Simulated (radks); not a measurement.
All-electron atom: O2+ in [He] 2s2 2p2.

All-electron calculation, Dirac Kohn-Sham, LDA (Slater exchange, Perdew-Zunger correlation), spin-unpolarised, spherical densities, point nucleus; open shells are shared between the two j in proportion to 2j + 1. Program: a radial shooting solver on a logarithmic mesh with Libxc functionals.

Energy parts (eV):
total: -1977.636
kinetic: 1972.859
electron-nucleus: -4492.234
Hartree: 725.993
exchange-correlation: -184.254

Orbitals (lengths in bohr, moments of r in powers of bohr; r(max) is where P^2 peaks; r(90%) holds 90 % of the orbital's charge):
| orbital | occ. | eigenvalue (eV) | <r^2> | r(max) | r(90%) |
|---|---|---|---|---|---|
| 1s1/2 | 2 | -553.8594 | 0.05428 | 0.1298 | 0.359 |
| 2s1/2 | 2 | -58.0157 | 1.271 | 0.8340 | 1.62 |
| 2p1/2 | 0.666667 | -43.3845 | 1.249 | 0.7367 | 1.67 |
| 2p3/2 | 1.33333 | -43.3314 | 1.251 | 0.7376 | 1.67 |
| 3s1/2 | 0 | -14.1398 | 11.10 | 2.770 | 4.61 |
| 3p1/2 | 0 | -11.0763 | 13.75 | 3.030 | 5.19 |
| 3p3/2 | 0 | -11.0688 | 13.77 | 3.032 | 5.19 |

The highest occupied level is 2p3/2 at -43.331 eV. Summed over all electrons, <r^2> = 5.152 bohr^2, which gives a Langevin (diamagnetic) susceptibility term of -4.08 x 10^-6 cm^3/mol.
